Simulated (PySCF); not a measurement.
Computed vibrations of [Y(NH2)4]−

[Y(NH2)4]− (singlet). PySCF 2.14.0, RKS PBE0, Y def2-SVP with ECP28, N def2-SVP, H def2-SVP; non-relativistic Hamiltonian with scalar-relativistic core potentials where named; density fitting; no spin-orbit coupling. Central differences of gradients.

```xyz
13

Y     0.0000    0.0000    0.0000
N     1.1409    1.3593    1.3593
H     1.5815    1.0968    2.2421
H     1.5815    2.2421    1.0968
N    -1.1409   -1.3593    1.3593
H    -1.5815   -1.0968    2.2421
H    -1.5815   -2.2421    1.0968
N     1.1409   -1.3593   -1.3593
H     1.5815   -2.2421   -1.0968
H     1.5815   -1.0968   -2.2421
N    -1.1409    1.3593   -1.3593
H    -1.5815    2.2421   -1.0968
H    -1.5815    1.0968   -2.2421
```

Run from Python with OMP_NUM_THREADS=2. Where DIIS fails, smearing, a level shift and second-order steps follow.
It took 65 s on 2 threads of Intel(R) Xeon(R) 6975P-C (Granite Rapids) (shared host).

What are the harmonic wavenumbers and infrared intensities?

Modes are labelled in D2d; negative numbers are unstable modes, those under 60 cm⁻¹ near the noise; a finer grid moves soft modes by up to 10 cm⁻¹.
| cm⁻¹ | km/mol | symmetry |
| --- | --- | --- |
| -121 | – | a2 |
| 96 | 0.0 | b1 |
| 103 | 0.9 | b2 |
| 104 | 3.8 | e |
| 104 | 3.8 | e |
| 106 | 0.0 | a1 |
| 174 | 7.9 | e |
| 174 | 7.9 | e |
| 238 | 0.0 | b1 |
| 290 | 0.0 | a2 |
| 321 | 173.1 | e |
| 321 | 173.1 | e |
| 354 | 61.0 | e |
| 354 | 61.0 | e |
| 362 | 217.8 | b2 |
| 368 | 0.0 | a1 |
| 374 | 0.0 | b1 |
| 486 | 200.8 | e |
| 486 | 200.8 | e |
| 487 | 159.7 | b2 |
| 490 | 0.0 | a1 |
| 1511 | 29.8 | b2 |
| 1511 | 4.7 | e |
| 1511 | 4.7 | e |
| 1516 | 0.0 | a1 |
| 3513 | 10.4 | b2 |
| 3513 | 6.4 | e |
| 3513 | 6.4 | e |
| 3515 | 0.0 | a1 |
| 3596 | 0.0 | a2 |
| 3597 | 9.4 | e |
| 3597 | 9.4 | e |
| 3597 | 0.0 | b1 |

Is this a minimum?

No: 1 unstable; the lowest moves the atoms so:
```
Y    0.00  0.00  0.00
N    0.00  0.00  0.00
H    0.30 -0.07 -0.17
H   -0.30  0.17  0.07
N    0.00  0.00  0.00
H    0.30 -0.07  0.17
H   -0.30  0.17 -0.07
N    0.00  0.00  0.00
H   -0.30 -0.17 -0.07
H    0.30  0.07  0.17
N    0.00  0.00  0.00
H   -0.30 -0.17  0.07
H    0.30  0.07 -0.17
```
